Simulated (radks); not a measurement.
Task: These are the eigenvalues of the occupied orbitals of an atom or ion with whole-number occupations (eV). Calculated with a radial shooting solver on a logarithmic mesh with Libxc functionals: non-relativistic Kohn-Sham, LDA (Slater exchange, Perdew-Wang correlation), spin-polarised, spherical densities, point nucleus.

orbital  eigenvalue
1s up     -17459.95
1s down   -17459.78
2s up     -2437.559
2s down   -2437.443
2p up     -2240.978
2p down   -2240.818
3s up     -449.9632
3s down   -449.7504
3p up     -376.0740
3p down   -375.8407
3d up     -240.9027
3d down   -240.6567
4s up     -110.7052
4s down   -109.5855
4p up      -89.5594
4p down    -88.4703

Which element is it, and in what charge state? The configuration may be excited. Open shells, if any, are filled with parallel spins first.

Result: Z = 40, zirconium, charge +5: Zr5+ in [Ar] 3d10 4s2 4p5. The list shows which subshells hold electrons but not how many an open one holds; the 1s level, -641.64 hartree, gives Z - s = 35.8 by -(Z - s)^2/2, which with screening narrows Z to a few neighbours, and the depths of the outer levels then fix element, charge and occupations together.
